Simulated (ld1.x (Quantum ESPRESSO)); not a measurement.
# praseodymium: RRKJ pseudisation with PBE, fully relativistic reference atom.

Input for ld1.x (Quantum ESPRESSO) 7.5:

```
&input
   title='Pr', zed=59., rel=2, dft='PBE', iswitch=3,
   config='[Xe] 4f3 5d0 6s2 6p0', rel_dist='average',
   nld=7, rlderiv=4.55, eminld=-5.0, emaxld=5.0, deld=0.02
 /
 &inputp
   pseudotype=2, tm=.false., lloc=0,
   nlcc=.true., rcore=1.15,
   file_pseudopw='Pr.UPF', file_wfcaegen='ae.wfc', file_wfcncgen='nc.wfc', file_beta='beta', file_chi='chi'
 /
4
5P  2  1   6.00   0.00  1.80  1.80  0.0
5D  3  2   0.00   0.00  4.20  4.20  0.0
4F  4  3   3.00   0.00  1.15  1.15  0.0
5S  1  0   2.00   0.00  2.60  2.60  0.0
 &test
   configts(1)='4f3 5s2 5p6 5d0 6s2 6p0'
 /
```

Command:

```bash
ld1.x < Pr.in > Pr.out
```

Output (shortened: banner, matrices, multipoles, cross overlaps and the repeated all-electron block are left out):

```
[... start of the log left out ...]

     --------------------- Generating NC pseudopotential ---------------------

      Generating local pot.: lloc=0, matching radius rcloc =   2.6000

      Computing core charge for nlcc:

       r > 1.16 : true rho core
       r < 1.16 : rho core = a sin(br)/r    a=  10.92  b=   2.36

      Integrated core pseudo-charge :   8.60

     Fully relativistic calculation: |psi|^2

     Wfc 5P LC norm =  0.99983577 SC norm =  0.00016423 missing  0.00000000

     Wfc 5P LC norm =  0.99985101 SC norm =  0.00014898 missing  0.00000001

     Wfc 5D LC norm =  0.99995119 SC norm =  0.00004880 missing  0.00000001

     Wfc 5D LC norm =  0.99995403 SC norm =  0.00004494 missing  0.00000103

     Wfc 4F LC norm =  0.99966527 SC norm =  0.00033473 missing  0.00000000

     Wfc 4F LC norm =  0.99967294 SC norm =  0.00032698 missing  0.00000008

      Wfc   5P  rcut= 1.818  Estimated cut-off energy=       53.78 Ry
     l=   1 Node at 0.12368250
      This function has    1 nodes for 0 < r <    1.818

 %%%%%%%%%%%%%%%%%%%%%%%%%%%%%%%%%%%%%%%%%%%%%%%%%%%%%%%%%%%%%%%%%%%%%%%%%%%%%%
     Error in routine compute_phi (1):
     phi has nodes before r_c
 %%%%%%%%%%%%%%%%%%%%%%%%%%%%%%%%%%%%%%%%%%%%%%%%%%%%%%%%%%%%%%%%%%%%%%%%%%%%%%

     stopping ...
```

The run stopped because the RRKJ expansion in Bessel functions gave a pseudo-wave with a node inside its radius.

The run took about 0.32 s on one core of a shared server CPU.
